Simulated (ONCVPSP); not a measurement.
**Tl (Z = 81) ONCV: all-electron and pseudo phase curves**

ONCVPSP 4.0.1 input, shortened (lines: element, Z, core and valence counts, functional; n l f; lmax; l rc ep ncon nbas qcut; lloc lpopt rc5 dvloc0; l nproj debl; icmod fcfact rcfact), PBEsol, scalar-relativistic:

```
  Tl 81.00   13    1  -116133      upf
    1    0    2.00
    2    0    2.00
    2    1    6.00
    3    0    2.00
    3    1    6.00
    3    2   10.00
    4    0    2.00
    4    1    6.00
    4    2   10.00
    4    3   14.00
    5    0    2.00
    5    1    6.00
    5    2   10.00
    6    0    2.00
    2
    0    2.00    0.00    3    7    2.70
    1    2.10    0.16    4    8    4.40
    2    1.65    0.10    5   10    5.60
    4    5    1.60    0.00
    0    2    0.60
    1    3    2.40
    2    1    2.50
    3    3.75    1.05
```

In the s channel the program set the typed energies aside and used -0.602, 0.250 Ha. In the p channel the program set the typed energies aside and used 0.050, 2.450, 4.850 Ha.

The phase is arctan(r·R′/R) of the radial function R(r), unwrapped; energies in Ha, scanned from -2 to 5 Ha. A pole is an energy at which the radial function vanishes at the test radius. The pseudo phase is shifted by a multiple of π to meet the all-electron one at the reference energy, and phase errors are pseudo minus all-electron; the curves can meet again beyond the range given. Levels narrower than the energy grid can be missing from the lists of poles. Where the grid stepped over a known ghost or core level, its pole and its step of π were put in at the level’s energy.

```csv
channel,radius (bohr),reference energy (Ha),"poles, all-electron","poles, pseudo",unbroken range about the reference energy with phases within 0.05 rad,phase error 1 Ha above the reference energy (rad)
s,2.04,-0.60,1.70,"-1.06, 1.69",-1.1 to 3.6,+0.000
p,2.13,0.05,2.54,2.54,the whole range,+0.000
d,1.67,0.10,"-0.84, 0.26",0.26,-0.8 to 3.2,+0.001
```

Note: ghosts flagged at negative energy: s at -29.1 eV, p at -73.6 eV; no localised positive-energy state flagged. A true bound ghost makes a file unfit for plane-wave use.

Phases in the d channel:

```json
{"E (Ha)": "-1.98", "all-electron": "3.786", "pseudo": "0.657"}
{"E (Ha)": "-1.80", "all-electron": "3.558", "pseudo": "0.434"}
{"E (Ha)": "-1.62", "all-electron": "3.233", "pseudo": "0.112"}
{"E (Ha)": "-1.44", "all-electron": "2.838", "pseudo": "-0.284"}
{"E (Ha)": "-1.26", "all-electron": "2.473", "pseudo": "-0.656"}
{"E (Ha)": "-1.08", "all-electron": "2.201", "pseudo": "-0.933"}
{"E (Ha)": "-0.90", "all-electron": "2.016", "pseudo": "-1.122"}
{"E (Ha)": "-0.72", "all-electron": "-1.254", "pseudo": "-1.252"}
{"E (Ha)": "-0.54", "all-electron": "-1.347", "pseudo": "-1.346"}
{"E (Ha)": "-0.36", "all-electron": "-1.417", "pseudo": "-1.417"}
{"E (Ha)": "-0.18", "all-electron": "-1.472", "pseudo": "-1.472"}
{"E (Ha)": "0.00", "all-electron": "-1.517", "pseudo": "-1.517"}
{"E (Ha)": "0.18", "all-electron": "-1.556", "pseudo": "-1.556"}
{"E (Ha)": "0.36", "all-electron": "-1.589", "pseudo": "-1.589"}
{"E (Ha)": "0.54", "all-electron": "-1.620", "pseudo": "-1.620"}
{"E (Ha)": "0.72", "all-electron": "-1.649", "pseudo": "-1.648"}
{"E (Ha)": "0.90", "all-electron": "-1.676", "pseudo": "-1.675"}
{"E (Ha)": "1.08", "all-electron": "-1.703", "pseudo": "-1.701"}
{"E (Ha)": "1.26", "all-electron": "-1.730", "pseudo": "-1.728"}
{"E (Ha)": "1.44", "all-electron": "-1.758", "pseudo": "-1.755"}
{"E (Ha)": "1.62", "all-electron": "-1.788", "pseudo": "-1.784"}
{"E (Ha)": "1.80", "all-electron": "-1.820", "pseudo": "-1.815"}
{"E (Ha)": "1.98", "all-electron": "-1.856", "pseudo": "-1.850"}
{"E (Ha)": "2.16", "all-electron": "-1.897", "pseudo": "-1.889"}
{"E (Ha)": "2.34", "all-electron": "-1.946", "pseudo": "-1.935"}
{"E (Ha)": "2.52", "all-electron": "-2.004", "pseudo": "-1.990"}
{"E (Ha)": "2.70", "all-electron": "-2.077", "pseudo": "-2.058"}
{"E (Ha)": "2.88", "all-electron": "-2.170", "pseudo": "-2.143"}
{"E (Ha)": "3.06", "all-electron": "-2.291", "pseudo": "-2.254"}
{"E (Ha)": "3.24", "all-electron": "-2.455", "pseudo": "-2.401"}
{"E (Ha)": "3.42", "all-electron": "-2.673", "pseudo": "-2.600"}
{"E (Ha)": "3.60", "all-electron": "-2.950", "pseudo": "-2.857"}
{"E (Ha)": "3.78", "all-electron": "-3.260", "pseudo": "-3.159"}
{"E (Ha)": "3.96", "all-electron": "-3.552", "pseudo": "-3.460"}
{"E (Ha)": "4.14", "all-electron": "-3.789", "pseudo": "-3.716"}
{"E (Ha)": "4.32", "all-electron": "-3.967", "pseudo": "-3.913"}
{"E (Ha)": "4.50", "all-electron": "-4.099", "pseudo": "-4.059"}
{"E (Ha)": "4.68", "all-electron": "-4.198", "pseudo": "-4.169"}
{"E (Ha)": "4.86", "all-electron": "-4.274", "pseudo": "-4.252"}
```
